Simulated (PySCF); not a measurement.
C5H11OSi (doublet state).
Structure used (GFN2-xTB), in Å, numbered top down from 1:
```
atom  x, y, z in Å
C1    -1.4674    1.8919   -0.3830
C2    -0.7077    0.8806    0.1393
C3     0.6690    0.8470   -0.0426
O4     1.4195   -0.1382    0.4646
Si5    3.0085   -0.4834    0.4426
C6    -1.3535   -0.2492    0.9015
C7    -1.5638   -1.4628   -0.0035
H8    -1.0221    2.6894   -0.9497
H9    -2.5315    1.9185   -0.2415
H10    1.1753    1.6263   -0.5966
H11    3.4777   -0.6492   -0.9360
H12    3.7782    0.5925    1.0729
H13    2.9803   -1.7177    1.2085
H14   -0.7116   -0.5328    1.7374
H15   -2.3146    0.0810    1.2981
H16   -2.0424   -2.2693    0.5474
H17   -2.1936   -1.1977   -0.8501
H18   -0.6091   -1.8208   -0.3808
```

The hyperfine couplings belong to this conformer and change with its torsions.

As a line formula: `C=C([CH]O[SiH3])CC` [radical].

Method: UKS B3LYP, pcH-1 on C H O Si, non-relativistic, mean-field spin-orbit, GIAO (PySCF). One conformer (not necessarily the lowest) at the GFN2-xTB geometry, without solvent, vibrations or thermal averaging. A GFN2-xTB geometry isn't a minimum of the functional, and hyperfine couplings can be far from their values at a DFT geometry. Stability of the SCF solution: not tested. ⟨S²⟩ is 0.774 where a pure state has 0.75.

Largest spin populations (Mulliken): C1 (+0.63), C3 (+0.61), C2 (-0.24) and O4 (+0.06). The positive populations add up to 1.34 and the negative ones to -0.34, together 2S = 1. The angles at C1 add up to 360.0°, so it is planar.

Problem. Test a(H) = Q·ρ(C) for the protons on planar carbons with a spin population beyond ±0.08.

Solution. 
```json
{"H": "H8", "C": "C1", "ρ(C)": "+0.634", "a(H) (G)": "-13.03", "a/ρ (G)": "-20.6"}
{"H": "H9", "C": "C1", "ρ(C)": "+0.634", "a(H) (G)": "-14.10", "a/ρ (G)": "-22.2"}
{"H": "H10", "C": "C3", "ρ(C)": "+0.613", "a(H) (G)": "-15.00", "a/ρ (G)": "-24.5"}
```

A least-squares line through the origin gives Q = -22.4 G with Mulliken populations.

Couplings in gauss use g_iso = 2.0030.
